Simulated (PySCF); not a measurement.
**Deuteron quadrupole couplings in `CC(=O)c1ccoc1[O-]`**

C6H5O3 (charge -1).
SMILES with atom numbers: `[CH3:1][C:2](=[O:3])[c:4]1[cH:5][cH:6][o:7][c:8]1[O-:9]` (hydrogens: H10, H11, H12 on C1; H13 on C5; H14 on C6)

Geometry (GFN2-xTB, Å), atoms numbered from 1 in this order:
```
atom  x, y, z in Å
C1    -2.1705   -0.1123   -0.3896
C2    -1.0528   -0.5516    0.5466
O3    -1.3121   -1.2594    1.5294
C4     0.2464   -0.0992    0.2079
C5     1.4537   -0.3776    0.9290
C6     2.4596    0.2337    0.2806
O7     2.0075    0.9040   -0.8280
C8     0.6299    0.7136   -0.8983
O9    -0.0038    1.2254   -1.8190
H10   -3.1243   -0.5102   -0.0439
H11   -1.9618   -0.4615   -1.3983
H12   -2.2093    0.9740   -0.4286
H13    1.5203   -0.9688    1.8220
H14    3.5166    0.2895    0.4680
```

Level: PBE0/pcSseg-1 (PySCF, non-relativistic); Q(2H) = 0.00286 b; rigid geometry, the same for H and D, with no vibrational averaging.

Question: Tabulate Vzz, the asymmetry η and χzz = 234.96 MHz × Q × Vzz for every hydrogen position.

Answer: 
| atom | bonded to | bond length (Å) | Vzz (au) | η | χzz (kHz) |
| --- | --- | --- | --- | --- | --- |
| H10 | C1 | 1.090 | 0.3164 | 0.01 | 213 |
| H11 | C1 | 1.088 | 0.3175 | 0.04 | 213 |
| H12 | C1 | 1.088 | 0.3175 | 0.04 | 213 |
| H13 | C5 | 1.073 | 0.3513 | 0.03 | 236 |
| H14 | C6 | 1.075 | 0.3473 | 0.12 | 233 |

Question: Give the 2H NMR doublet splittings at H13 for a magnetic field along the z, y and x axes of the gradient: 3χ/2, 3χ(1 + η)/4, 3χ(1 − η)/4.

Answer: With |χ| = 236.1 kHz and η = 0.033: 354, 183 and 171 kHz, to first order and without motion.

The structure is a single GFN2-xTB conformer in the gas phase; no vibrational or solvent corrections. The pcSseg-1 basis has no diffuse functions, a weakness for an anion. GFN2-xTB bond lengths can be off by several hundredths of an ångström, more for odd bonds, and the gradients follow them. A larger basis could move these couplings by a tenth or more.

These values come from a run that also computed NMR shieldings. Hardware: one thread of an Arm Neoverse V1, no GPU, shared host. Cost: 31 s (with the writing of density and orbital grids), 0.76 GiB resident at most.
